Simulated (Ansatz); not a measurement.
Basis-set extrapolation for `C[SiH2]CCl` (PBE0-D4/def2-TZVP geometry, frozen core, the Gaussian-basis code of Ansatz). Multiplicity 1, RHF reference.

```tsv
	def2-TZVPP	def2-QZVPP
HF	-828.308836	-828.334542
MP2 correlation	-0.672037	-0.723465
CCSD(T) correlation	-0.759071	not run
```

Energies in hartree. Use E(X) = E(∞) + A·exp(−7.88·√X) for Hartree–Fock and E(X) = E(∞) + B·X^(−2.97) for correlation, with X = 3 and 4, and add CCSD(T) minus MP2 of the smaller set to the MP2 limit.

Question: What is the CCSD(T) energy at the basis-set limit?

Answer: HF limit: -828.334542 + (-0.025706) × 0.13774 = -828.33808. MP2 limit: -0.723465 + (-0.051428) × 0.74074 = -0.76156. Higher-order term: -0.759071 − (-0.672037) = -0.08703. Total: -829.18667 hartree, 311.8 kJ/mol below CCSD(T)/def2-TZVPP.
